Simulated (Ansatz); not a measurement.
Ansatz (a quantum-chemistry and plane-wave program) input (B3LYP/6-31G*):

Ansatz 0.2 input:
```yaml
crystal:
  periodic: [false, false, false]
  atoms:
    - {symbol: F, position_ang: [2.08489226, 0.09902196, 0.09240186]}
    - {symbol: C, position_ang: [0.74610767, -0.14865920, 0.12880094]}
    - {symbol: N, position_ang: [0.25381173, -1.20889753, 0.64617026]}
    - {symbol: C, position_ang: [-1.17758328, -1.26317340, 0.57560264]}
    - {symbol: C, position_ang: [-1.66210100, -0.15379516, -0.03473835]}
    - {symbol: S, position_ang: [-0.33129808, 1.05080401, -0.56930620]}
    - {symbol: H, position_ang: [-2.67848351, 0.15198759, -0.26390078]}
basis:
  gaussian:
    orbitals: 6-31G*
hamiltonian:
  xc: {name: B3LYP}
total_charge: -1
phonons: {temperatures: {t_min: 298.15, t_max: 298.15, t_step: 100}}
```

Output:

```
Functional definition: B3LYP
integrals: 0.05 GiB planned
1001 factors; integrals over basis functions are off by at most 4.2e-4 eV
mean field: 0.38 GiB planned
mean field evaluation 1: about -18159.8579 eV, gradient 5.4e1 eV
mean field evaluation 2: about -18077.7098 eV, gradient 1.8e2 eV
mean field evaluation 4: about -18166.1191 eV, gradient 2.0e1 eV
mean field evaluation 8: about -18167.1177 eV, gradient 3.0e-1 eV
mean field evaluation 16: about -18167.1494 eV, gradient 4.3e-4 eV
mean field -18167.14938437 eV, -667.6304257394 hartree, gradient 7.0e-5 eV, S^2 0.000000; 0 other end points of the search recorded, 0 dependent functions left out
the calculation of the forces begins
reference -18167.14958391 eV, -667.6304330726 hartree; 26, 26 occupied and 70, 70 virtual orbitals, 1001 factors
these checks for a lower state are left out or cut short: stability, starts, cluster_reference, orbital_swaps, neighbouring_geometries, increment
integrals: 0.05 GiB planned
1001 factors; integrals over basis functions are off by at most 4.2e-4 eV
mean field: 0.38 GiB planned
mean field -18167.14936082 eV, -667.6304248742 hartree, gradient 2.4e-6 eV, S^2 0.000000; 0 other end points of the search recorded, 0 dependent functions left out
the calculation of the forces begins
reference -18167.14956036 eV, -667.6304322068 hartree; 26, 26 occupied and 70, 70 virtual orbitals, 1001 factors
these checks for a lower state are left out or cut short: stability, starts, cluster_reference, orbital_swaps, neighbouring_geometries, increment
integrals: 0.05 GiB planned
1001 factors; integrals over basis functions are off by at most 4.2e-4 eV
mean field: 0.38 GiB planned
mean field evaluation 32: about -18167.1494 eV, gradient 2.2e-6 eV
mean field -18167.14936313 eV, -667.6304249589 hartree, gradient 2.2e-6 eV, S^2 0.000000; 0 other end points of the search recorded, 0 dependent functions left out
the calculation of the forces begins
reference -18167.14956269 eV, -667.6304322927 hartree; 26, 26 occupied and 70, 70 virtual orbitals, 1001 factors
these checks for a lower state are left out or cut short: stability, starts, cluster_reference, orbital_swaps, neighbouring_geometries, increment
integrals: 0.05 GiB planned
1001 factors; integrals over basis functions are off by at most 4.2e-4 eV
mean field: 0.38 GiB planned
mean field -18167.14932630 eV, -667.6304236056 hartree, gradient 2.0e-6 eV, S^2 0.000000; 0 other end points of the search recorded, 0 dependent functions left out
the calculation of the forces begins
reference -18167.14952586 eV, -667.6304309391 hartree; 26, 26 occupied and 70, 70 virtual orbitals, 1001 factors
these checks for a lower state are left out or cut short: stability, starts, cluster_reference, orbital_swaps, neighbouring_geometries, increment
integrals: 0.05 GiB planned
1001 factors; integrals over basis functions are off by at most 4.2e-4 eV
mean field: 0.38 GiB planned
mean field -18167.14933052 eV, -667.6304237606 hartree, gradient 1.4e-6 eV, S^2 0.000000; 0 other end points of the search recorded, 0 dependent functions left out
the calculation of the forces begins
reference -18167.14953006 eV, -667.6304310936 hartree; 26, 26 occupied and 70, 70 virtual orbitals, 1001 factors
these checks for a lower state are left out or cut short: stability, starts, cluster_reference, orbital_swaps, neighbouring_geometries, increment
integrals: 0.05 GiB planned
1001 factors; integrals over basis functions are off by at most 4.2e-4 eV
mean field: 0.38 GiB planned
mean field -18167.14919648 eV, -667.6304188347 hartree, gradient 9.3e-7 eV, S^2 0.000000; 0 other end points of the search recorded, 0 dependent functions left out
the calculation of the forces begins
reference -18167.14939608 eV, -667.6304261699 hartree; 26, 26 occupied and 70, 70 virtual orbitals, 1001 factors
these checks for a lower state are left out or cut short: stability, starts, cluster_reference, orbital_swaps, neighbouring_geometries, increment
integrals: 0.05 GiB planned
1001 factors; integrals over basis functions are off by at most 4.2e-4 eV
mean field: 0.38 GiB planned
mean field -18167.14919448 eV, -667.6304187613 hartree, gradient 8.2e-7 eV, S^2 0.000000; 0 other end points of the search recorded, 0 dependent functions left out
the calculation of the forces begins
reference -18167.14939398 eV, -667.6304260926 hartree; 26, 26 occupied and 70, 70 virtual orbitals, 1001 factors
these checks for a lower state are left out or cut short: stability, starts, cluster_reference, orbital_swaps, neighbouring_geometries, increment
integrals: 0.05 GiB planned
1001 factors; integrals over basis functions are off by at most 4.2e-4 eV
mean field: 0.38 GiB planned
mean field evaluation 64: about -18167.1493 eV, gradient 2.0e-4 eV
[...]
mean field -18167.14931859 eV, -667.6304233220 hartree, gradient 1.6e-6 eV, S^2 0.000000; 0 other end points of the search recorded, 0 dependent functions left out
the calculation of the forces begins
reference -18167.14951816 eV, -667.6304306561 hartree; 26, 26 occupied and 70, 70 virtual orbitals, 1001 factors
these checks for a lower state are left out or cut short: stability, starts, cluster_reference, orbital_swaps, neighbouring_geometries, increment
integrals: 0.05 GiB planned
1001 factors; integrals over basis functions are off by at most 4.2e-4 eV
mean field: 0.38 GiB planned
mean field evaluation 128: about -18167.1493 eV, gradient 2.5e-4 eV
mean field -18167.14925196 eV, -667.6304208734 hartree, gradient 2.4e-6 eV, S^2 0.000000; 0 other end points of the search recorded, 0 dependent functions left out
the calculation of the forces begins
reference -18167.14945149 eV, -667.6304282060 hartree; 26, 26 occupied and 70, 70 virtual orbitals, 1001 factors
these checks for a lower state are left out or cut short: stability, starts, cluster_reference, orbital_swaps, neighbouring_geometries, increment
integrals: 0.05 GiB planned
1001 factors; integrals over basis functions are off by at most 4.2e-4 eV
mean field: 0.38 GiB planned
mean field -18167.14924961 eV, -667.6304207870 hartree, gradient 1.6e-6 eV, S^2 0.000000; 0 other end points of the search recorded, 0 dependent functions left out
the calculation of the forces begins
reference -18167.14944917 eV, -667.6304281208 hartree; 26, 26 occupied and 70, 70 virtual orbitals, 1001 factors
these checks for a lower state are left out or cut short: stability, starts, cluster_reference, orbital_swaps, neighbouring_geometries, increment
integrals: 0.05 GiB planned
1001 factors; integrals over basis functions are off by at most 4.2e-4 eV
mean field: 0.38 GiB planned
mean field -18167.14928323 eV, -667.6304220225 hartree, gradient 1.4e-6 eV, S^2 0.000000; 0 other end points of the search recorded, 0 dependent functions left out
the calculation of the forces begins
reference -18167.14948282 eV, -667.6304293574 hartree; 26, 26 occupied and 70, 70 virtual orbitals, 1001 factors
these checks for a lower state are left out or cut short: stability, starts, cluster_reference, orbital_swaps, neighbouring_geometries, increment
integrals: 0.05 GiB planned
1001 factors; integrals over basis functions are off by at most 4.2e-4 eV
mean field: 0.38 GiB planned
mean field -18167.14929282 eV, -667.6304223749 hartree, gradient 2.9e-6 eV, S^2 0.000000; 0 other end points of the search recorded, 0 dependent functions left out
the calculation of the forces begins
reference -18167.14949232 eV, -667.6304297065 hartree; 26, 26 occupied and 70, 70 virtual orbitals, 1001 factors
these checks for a lower state are left out or cut short: stability, starts, cluster_reference, orbital_swaps, neighbouring_geometries, increment
integrals: 0.05 GiB planned
1001 factors; integrals over basis functions are off by at most 4.2e-4 eV
mean field: 0.38 GiB planned
mean field -18167.14931443 eV, -667.6304231691 hartree, gradient 2.9e-6 eV, S^2 0.000000; 0 other end points of the search recorded, 0 dependent functions left out
the calculation of the forces begins
reference -18167.14951403 eV, -667.6304305043 hartree; 26, 26 occupied and 70, 70 virtual orbitals, 1001 factors
these checks for a lower state are left out or cut short: stability, starts, cluster_reference, orbital_swaps, neighbouring_geometries, increment
integrals: 0.05 GiB planned
1001 factors; integrals over basis functions are off by at most 4.2e-4 eV
mean field: 0.38 GiB planned
mean field evaluation 160: about -18167.1493 eV, gradient 5.3e-5 eV
mean field -18167.14931438 eV, -667.6304231675 hartree, gradient 2.6e-6 eV, S^2 0.000000; 0 other end points of the search recorded, 0 dependent functions left out
the calculation of the forces begins
reference -18167.14951387 eV, -667.6304304987 hartree; 26, 26 occupied and 70, 70 virtual orbitals, 1001 factors
these checks for a lower state are left out or cut short: stability, starts, cluster_reference, orbital_swaps, neighbouring_geometries, increment
integrals: 0.05 GiB planned
1001 factors; integrals over basis functions are off by at most 4.2e-4 eV
mean field: 0.38 GiB planned
mean field -18167.14935774 eV, -667.6304247607 hartree, gradient 1.8e-6 eV, S^2 0.000000; 0 other end points of the search recorded, 0 dependent functions left out
the calculation of the forces begins
reference -18167.14955730 eV, -667.6304320944 hartree; 26, 26 occupied and 70, 70 virtual orbitals, 1001 factors
these checks for a lower state are left out or cut short: stability, starts, cluster_reference, orbital_swaps, neighbouring_geometries, increment
integrals: 0.05 GiB planned
1001 factors; integrals over basis functions are off by at most 4.2e-4 eV
mean field: 0.38 GiB planned
mean field -18167.14935780 eV, -667.6304247632 hartree, gradient 2.3e-6 eV, S^2 0.000000; 0 other end points of the search recorded, 0 dependent functions left out
the calculation of the forces begins
reference -18167.14955734 eV, -667.6304320960 hartree; 26, 26 occupied and 70, 70 virtual orbitals, 1001 factors
these checks for a lower state are left out or cut short: stability, starts, cluster_reference, orbital_swaps, neighbouring_geometries, increment
integrals: 0.05 GiB planned
1001 factors; integrals over basis functions are off by at most 4.2e-4 eV
mean field: 0.38 GiB planned
mean field -18167.14935734 eV, -667.6304247462 hartree, gradient 1.2e-6 eV, S^2 0.000000; 0 other end points of the search recorded, 0 dependent functions left out
the calculation of the forces begins
reference -18167.14955691 eV, -667.6304320802 hartree; 26, 26 occupied and 70, 70 virtual orbitals, 1001 factors
these checks for a lower state are left out or cut short: stability, starts, cluster_reference, orbital_swaps, neighbouring_geometries, increment
integrals: 0.05 GiB planned
1001 factors; integrals over basis functions are off by at most 4.2e-4 eV
mean field: 0.38 GiB planned
mean field -18167.14935858 eV, -667.6304247916 hartree, gradient 2.2e-6 eV, S^2 0.000000; 0 other end points of the search recorded, 0 dependent functions left out
the calculation of the forces begins
reference -18167.14955810 eV, -667.6304321241 hartree; 26, 26 occupied and 70, 70 virtual orbitals, 1001 factors
these checks for a lower state are left out or cut short: stability, starts, cluster_reference, orbital_swaps, neighbouring_geometries, increment
integrals: 0.05 GiB planned
1001 factors; integrals over basis functions are off by at most 4.2e-4 eV
mean field: 0.38 GiB planned
mean field evaluation 192: about -18167.1493 eV, gradient 7.0e-2 eV
mean field -18167.14933649 eV, -667.6304239800 hartree, gradient 1.4e-6 eV, S^2 0.000000; 0 other end points of the search recorded, 0 dependent functions left out
the calculation of the forces begins
reference -18167.14953602 eV, -667.6304313126 hartree; 26, 26 occupied and 70, 70 virtual orbitals, 1001 factors
these checks for a lower state are left out or cut short: stability, starts, cluster_reference, orbital_swaps, neighbouring_geometries, increment
integrals: 0.05 GiB planned
1001 factors; integrals over basis functions are off by at most 4.2e-4 eV
mean field: 0.38 GiB planned
mean field -18167.14932991 eV, -667.6304237381 hartree, gradient 1.8e-6 eV, S^2 0.000000; 0 other end points of the search recorded, 0 dependent functions left out
the calculation of the forces begins
reference -18167.14952947 eV, -667.6304310719 hartree; 26, 26 occupied and 70, 70 virtual orbitals, 1001 factors
Total energy: -18167.14958391 eV, -667.6304330726 hartree
Atom 0 at     2.084892     0.099022     0.092402 Å, force    -0.001273    -0.000443     0.000143 eV/Å
Atom 1 at     0.746108    -0.148659     0.128801 Å, force    -0.000184     0.000163    -0.000098 eV/Å
Atom 2 at     0.253812    -1.208898     0.646170 Å, force     0.001018    -0.000794     0.000483 eV/Å
Atom 3 at    -1.177583    -1.263173     0.575603 Å, force     0.001273     0.001153    -0.000511 eV/Å
Atom 4 at    -1.662101    -0.153795    -0.034738 Å, force    -0.002759     0.000170    -0.000279 eV/Å
Atom 5 at    -0.331298     1.050804    -0.569306 Å, force     0.000022    -0.000095     0.000051 eV/Å
Atom 6 at    -2.678484     0.151988    -0.263901 Å, force     0.001903    -0.000154     0.000211 eV/Å
Dipole moment:     0.399009     0.686679    -0.329549 e Å
Vibrations: 257.30 362.05 415.28 499.64 526.10 602.65 672.12 683.14 782.31 1007.44 1155.63 1193.83 1398.50 1545.02 3202.94 cm⁻¹, zero-point energy 0.886731 eV
```

The blocks after the first are displaced geometries, from whose forces the wavenumbers follow.

The dipole moment of an ion depends on the origin.
